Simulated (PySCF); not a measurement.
Worked example: oscillator strength and radiative lifetime

F2GeH4Si, SMILES F[SiH]([GeH3])F.

Geometry: PBE0-D3(BJ)/def2-SVP. This is a generated structure with no PubChem entry under its InChIKey; it may be hypothetical.

TDA-M06-2X/def2-SVPD (PySCF) puts the first singlet state with f over 0.02 at 7.15 eV (vertical), with the transition dipole (-0.366, 0.574, 0.000) in atomic units.

Q: Find the oscillator strength, the wavelength and the radiative lifetime that this transition would have in vacuum if emission retraced absorption.

A: 
|μ|² = 0.4634 au, so |μ| = 1.73 D. ΔE = 7.15/27.211 = 0.2628 hartree. f = (2/3) ΔE |μ|² = 0.081 (the program prints 0.081).
λ = 1239.84/7.15 = 173 nm; ν = 57669 cm⁻¹.
Einstein's coefficient A = 0.6670 ν² f s⁻¹ (ν in cm⁻¹) = 1.8e8 s⁻¹, so τ = 1/A = 5.6 ns. This state is S2; the lower singlet has f = 0.015. The figure is the radiative limit of this one transition; relaxation, internal conversion, crossing to triplets and a medium change what is measured.
